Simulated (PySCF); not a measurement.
An unknown is described by computed data only.

Elements present: C, H and O. Monoisotopic mass: 110.0732 u.

| Item | Value |
| --- | --- |
| 13C NMR | chemical shifts (computed TMS as zero) by class: 153.1 (1 C), 152.1 (1 C), 120.2 (1 C), 108.5 (1 C), 67.6 (1 C), 42.5 (1 C), 33.5 (1 C) ppm [GIAO PBE0/pcSseg-1] |
| Rotational structure | rotational constants A, B, C: 4.898, 1.380, 1.153 GHz [GFN2-xTB] |
| Polarisability | 85.5 au [PBE0/def2-SVPD] |
| Dipole | 1.03 D [PBE0/def2-SVPD] |
| UV, first state | lowest singlet excitation: 5.71 eV (217 nm, f = 0.117) [TDDFT PBE0/def2-SVPD] |
| 1H NMR | chemical shifts (computed TMS as zero) by class: 6.58 (1 H), 5.87 (1 H), 5.41 (1 H), 5.25 (1 H), 4.63 (1 H), 4.34 (1 H), 3.99 (1 H), 2.84 (1 H), 1.62 (1 H), 1.61 (1 H) ppm [GIAO PBE0/pcSseg-1] |
| Triplet | lowest triplet excitation (Tamm–Dancoff): 4.23 eV [TDA PBE0/def2-SVPD] |
| NMR, other nuclei | isotropic shieldings of nuclei other than C and H, by class: 220 (1 O) ppm [GIAO PBE0/pcSseg-1] |

Gas-phase values; electronic properties from PySCF, density fitting. Levels stand in brackets. NMR shifts are as computed; neighbouring signals can stand in another order in a measured spectrum. One conformer (not necessarily the lowest) at the GFN2-xTB geometry, without solvent, vibrations or thermal averaging. Each NMR value is the plain mean over a class of atoms that symmetry, rotation or inversion makes alike.

Problem. Which formula fits the mass and the elements?

Solution. C7H10O (calculated 110.0732). No other formula that holds each of these elements comes within 0.0003 u with a fitting electron parity and a possible valence count.

Problem. What is the compound? Reason from the data.

Solution. Numbering: `[CH2:1]=[CH:2][C@H:3]1[CH:4]=[CH:5][O:6][CH2:7][CH2:8]1`. Its formula, C7H10O, gives 3 degrees of unsaturation: 1 ring and 2 π bonds in the structure found. 7 carbons fall into 7 classes; from least to most shielded: alkene CH carbon [C2] (153.1 ppm), vinylic carbon bearing oxygen [C5] (152.1 ppm), terminal =CH2 carbon [C1] (120.2 ppm), alkene CH carbon [C4] (108.5 ppm), ring sp3 carbon bound to oxygen [C7] (67.6 ppm), allylic carbon [C3] (42.5 ppm), ring CH2 carbon [C8] (33.5 ppm). Hydrogen classes from least to most shielded: 1 H on a vinylic carbon bearing oxygen, C5 (6.58 ppm), 1 H on an alkene CH carbon, C2 (5.87 ppm), 1 H on a terminal =CH2 carbon, C1 (5.41 ppm), 1 H on a terminal =CH2 carbon, C1 (5.25 ppm), 1 H on an alkene CH carbon, C4 (4.63 ppm), 1 H on an sp3 carbon bound to oxygen, C7 (4.34 ppm), 1 H on an sp3 carbon bound to oxygen, C7 (3.99 ppm), 1 H on an allylic carbon, C3 (2.84 ppm), 1 H on a ring CH2 carbon, C8 (1.62 ppm), 1 H on a ring CH2 carbon, C8 (1.61 ppm). The other shieldings belong to: 220 ppm, cyclic ether oxygen [O6]. The optimised geometry has point group C1 and is an asymmetric top. Structure: `C=C[C@H]1C=COCC1`. Computed isomers that give other values at the same levels: `O=C1C[C@@H]2CC[C@H]1C2` (13C chemical shifts (computed TMS as zero) by class: 219.8 (1 C), 52.6 (1 C), 47.5 (1 C), 39.1 (1 C), 38.3 (1 C), 30.6 (1 C), 27.1 (1 C) ppm); `COC1C=CCC=C1` (13C chemical shifts (computed TMS as zero) by class: 136.0 (2 C), 131.4 (2 C), 76.6 (1 C), 58.8 (1 C), 31.3 (1 C) ppm); `O=C(C1CC1)C1CC1` (rotational constant A: 5.567 GHz; this holds for the one conformer computed). The assignments are read from this structure; whether some other isomer fits the data as well wasn't checked. The mirror image fits equally.
